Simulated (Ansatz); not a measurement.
input.yaml

```yaml
crystal:
  periodic: [false, false, false]
  atoms:
    - { symbol: B, position_ang: [-0.159259, 0.377669, 0.032238] }
    - { symbol: H, position_ang: [-0.375201, -0.208028, 1.383165] }
    - { symbol: F, position_ang: [1.063125, -0.069624, -0.323545] }
    - { symbol: "N", position_ang: [-1.265575, 0.116514, -0.851511] }
    - { symbol: H, position_ang: [-1.271986, -0.8009, -1.260708] }
    - { symbol: H, position_ang: [-2.190566, 0.352099, -0.541587] }
    - { symbol: "N", position_ang: [-0.135768, 1.808713, 0.669094] }
    - { symbol: H, position_ang: [-0.85403, 2.454097, 0.381867] }
    - { symbol: H, position_ang: [0.771794, 2.244917, 0.698927] }
    - { symbol: H, position_ang: [-0.329435, 0.832644, 1.484459] }
basis:
  gaussian: { orbitals: "6-31G*" }
hamiltonian:
  xc: { name: BHLYP }
md:
  timestep: 0.5
  n_steps: 200
  ensemble: nve
  temperature: 300.0
  initial_velocities: maxwell_boltzmann
  seed: 2099
```

Command:

```bash
$ ansatz run input.yaml --threads 1 --pin off --max-ram 2048MiB --backend cpu --events-out ev --progress --plain --runs-dir out
```

Hardware: 1 thread of Arm Neoverse V1, with other jobs on the host.

**Question.** Roughly how long does this run take, and how much memory?

**Answer.** 9.1 min, with a peak of 0.13 GiB, for 201 ionic steps.
